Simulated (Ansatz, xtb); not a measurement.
**C4H6B2: which of two isomers lies lower**

We compare I, `BC1=CBC=C1`, a singlet, with II, `BB1C=CC=C1`, a singlet. Both are isolated molecules in the gas phase, relaxed with PBE-D3(BJ)/def2-SVP; the shapes shown needn't be the lowest conformers.

I (Å):

```xyz
12

C     0.7087   -1.4577   -0.0527
C     1.6787   -0.6625   -0.6080
C     0.7732    0.4352    1.4573
C     0.1778   -0.7620    1.2028
B     0.2623   -2.8233   -0.6221
B     1.8241    0.6514    0.3197
H     0.7814   -3.2336   -1.6433
H    -0.5927   -3.4943   -0.0710
H     2.2155   -0.9487   -1.5260
H     2.5857    1.5826    0.1545
H     0.5127    1.0678    2.3175
H    -0.6155   -1.2332    1.8099
```

II (Å):

```xyz
12

C     1.8937   -0.4599   -0.4056
C     1.7198    0.5754    0.4537
C     0.5022    0.3867    1.3240
C    -0.1415   -0.7755    1.0495
B     0.5038   -3.0140   -0.7209
B     0.7203   -1.5070   -0.0888
H     1.0082   -4.0157   -0.2343
H    -0.1762   -3.2167   -1.7174
H     2.7217   -0.5238   -1.1251
H     2.3665    1.4657    0.5404
H     0.2072    1.1310    2.0839
H    -1.0496   -1.1086    1.5711
```

Quicker runs give these differences E(II) − E(I): GFN2-xTB +10.5 kcal/mol; HF/STO-3G +10.3 kcal/mol (at GFN2-xTB geometries); r2SCAN-D4/def2-SVP +6.2 kcal/mol (at GFN2-xTB geometries).

Task: Estimate E(II) − E(I) at the level CCSD(T)/def2-SVP + ΔMP2/def2-TZVPP.

Result: Calculated at CCSD(T)/def2-SVP + ΔMP2/def2-TZVPP: E(II) − E(I) = +7.4 kcal/mol, so structure I lies lower.

How the difference moves with the method:

| level | geometry | E(II) − E(I) (kcal/mol) | departure from the last row (kcal/mol) | job, with rough time for the two |
| --- | --- | --- | --- | --- |
| GFN2-xTB | GFN2-xTB | +10.5 | +3.2 | optimisation, 0.18 s |
| HF/STO-3G | GFN2-xTB | +10.3 | +2.9 | single point, 0.36 s |
| r2SCAN-D4/def2-SVP | GFN2-xTB | +6.2 | −1.2 | single point, 2.8 s |
| PBE-D3(BJ)/def2-SVP | PBE-D3(BJ)/def2-SVP | +5.5 | −1.9 | optimisation, 15 s |
| HF/def2-SVP | PBE-D3(BJ)/def2-SVP | +9.5 | +2.2 | part of the CCSD(T) run |
| MP2/def2-SVP | PBE-D3(BJ)/def2-SVP | +9.1 | +1.7 | part of the CCSD(T) run |
| CCSD(T)/def2-SVP | PBE-D3(BJ)/def2-SVP | +7.8 | +0.5 | single point |
| CCSD(T)/def2-SVP + ΔMP2/def2-TZVPP | PBE-D3(BJ)/def2-SVP | +7.4 |  | single point, 30 s |

As drawn, II has 1 B–B, 1 C–H in place of 1 C–B, 1 B–H.

The levels shown agree on the order. The largest departure from CCSD(T)/def2-SVP + ΔMP2/def2-TZVPP is that of GFN2-xTB, 3.2 kcal/mol. The last row adds to CCSD(T) the change of the MP2 difference between the two basis sets, here −0.5 kcal/mol.

With thermal terms from frequencies at re-optimised GFN2-xTB minima (ideal gas, soft modes damped towards free rotors, one conformer each, 298.15 K, 1 atm): on the last row, ΔE + ΔZPE = +8.0, ΔH = +7.9, ΔG = +8.3 kcal/mol.

The correlated steps freeze 6 core orbitals. Codes used: Ansatz 0.2.0, xtb 6.7.1; the last row on 2 threads of Intel(R) Xeon(R) Platinum 8375C CPU @ 2.90GHz (Ice Lake) on a shared host.
